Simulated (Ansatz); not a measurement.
Computed with Ansatz on PBE0-D4/def2-TZVP structures; ΔE is electronic, products minus reactants. CCSD(T)/CBS adds triple-zeta CCSD(T) − MP2 to the extrapolated MP2 energy (def2 sets, frozen cores). This one scheme is used for every species. Functionals use def2-TZVPP. HSE06 is defined as in plane-wave codes.

`CC1=C[SiH]1[AlH2]` + `BN` → `B[NH][AlH2]` + `CC1=C[SiH2]1`  (cleavage of the Al–Si bond)

(1) Is it downhill or uphill in electronic energy at CCSD(T)/CBS, and by how much? (Estimate.)

(2) What do these levels give: r2SCANh-D4, HSE06, HF/def2-TZVPP, CCSD(T)/def2-TZVPP, HF/def2-QZVPP, MP2/CBS(def2)? (An estimate is asked.)

Largest T1 diagnostic among the species: 0.014.

Answers

(1) Computed: Downhill: ΔE = -17.3 kcal/mol.

(2) Computed: r2SCANh-D4 -16.1, HSE06 -13.6, HF/def2-TZVPP -21.7, CCSD(T)/def2-TZVPP -17.3, HF/def2-QZVPP -22.1, MP2/CBS(def2) -18.9 kcal/mol.

In def2-TZVPP, CCSD(T) changes the Hartree–Fock value by +4.4 kcal/mol (the triples alone add +0.9 kcal/mol) and MP2 by +2.9 kcal/mol. From r2SCAN to r2SCAN0 (25 % exact exchange), in def2-TZVPP and without D4, ΔE moves by −0.9 kcal/mol. Leaving LDA and LC-ωPBE aside and taking each functional with its dispersion term where it has one, the values, not all of them listed here, spread over 7.0 kcal/mol, from BHLYP-D4 to PBE-D4.
